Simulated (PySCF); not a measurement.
Ga(Me)3(PH3) (C₃H₁₂GaP), SMILES [CH3][Ga]([CH3])([CH3])<-[PH3] (connectivity only; charge and spin as stated), neutral, multiplicity 1.

Coordinates come from a ωB97X-D3(BJ)/def2-SVP optimisation. The isomer is the one that the SMILES or the coordinates give; other isomers of the formula were not compared. Other conformers were not sampled.

Level of theory: CAM-B3LYP/def2-TZVP (PySCF).

Gas-phase values at a fixed geometry.

### Question
Estimate the frontier levels, gap, dipole moment and polarisability. (An estimate is asked for; the answer gives what the named calculation found.)

### Answer

- highest occupied level: -8.34 eV
- lowest empty level: 1.12 eV
- orbital gap: 9.46 eV
- dipole moment: 3.24 D
- quadrupole, principal values (traceless, Buckingham form, about the centre of nuclear charge): -5.12, -5.12, 10.24 D·Å
- mean static polarisability: 94.9 bohr³ (14.06 Å³)
- polarisability, principal values: 92.7, 92.7, 99.3 bohr³
